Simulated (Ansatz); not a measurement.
C2H9AlOSi, singlet, geometry from GFN2-xTB (such geometries of metal compounds can be far from the true shape); MP2/STO-3G in Ansatz (a first-principles code).

Ansatz was given this input:
Ansatz 0.2 input:
```yaml
crystal:
  periodic: [false, false, false]
  atoms:
    - {symbol: Al, position_ang: [0.16418219, 0.80306897, 0.52935491]}
    - {symbol: C, position_ang: [1.71992852, 1.91197601, -0.04275149]}
    - {symbol: H, position_ang: [2.65378921, 1.34370309, 0.00714559]}
    - {symbol: H, position_ang: [1.85268461, 2.80857798, 0.56567260]}
    - {symbol: H, position_ang: [1.61632416, 2.23576822, -1.08292934]}
    - {symbol: C, position_ang: [-1.10034460, 1.11363958, 2.03992938]}
    - {symbol: H, position_ang: [-1.09292977, 0.27495355, 2.74276804]}
    - {symbol: H, position_ang: [-2.13109745, 1.20242795, 1.68352884]}
    - {symbol: H, position_ang: [-0.87444355, 2.01710462, 2.60931924]}
    - {symbol: O, position_ang: [-0.12203492, -0.58596264, -0.38609585]}
    - {symbol: Si, position_ang: [-0.39320375, -1.92451346, -1.27014763]}
    - {symbol: H, position_ang: [-1.59910444, -2.56410911, -0.74057254]}
    - {symbol: H, position_ang: [0.78190080, -2.78542267, -1.12070468]}
    - {symbol: H, position_ang: [-0.57786386, -1.49570395, -2.65807554]}
basis:
  gaussian:
    orbitals: STO-3G
magnetization: {spin_polarized: false}
correlation: {method: mp2}
```

It wrote (shortened):

```
Functional definition: HF
517 factors; integrals over basis functions are off by at most 6.6e-5 eV
mean field evaluation 1: about -18463.2126 eV, gradient 2.6e1 eV
mean field evaluation 2: about -18463.3180 eV, gradient 2.6e1 eV
mean field evaluation 4: about -18465.8608 eV, gradient 1.8e0 eV
mean field evaluation 8: about -18465.8769 eV, gradient 2.0e-2 eV
mean field -18465.87686382 eV, -678.6084581244 hartree, gradient 9.7e-7 eV, S^2 0.000000; 0 other end points of the search recorded, 0 dependent functions left out
13 core orbitals not correlated
reference -18465.87686382 eV, -678.6084581244 hartree; 15, 15 occupied and 14, 14 virtual orbitals, 517 factors
second order -5.62145764 eV of doubles, -0.00000000 eV of singles
Total energy: -18471.49832146 eV, -678.8150428822 hartree
```
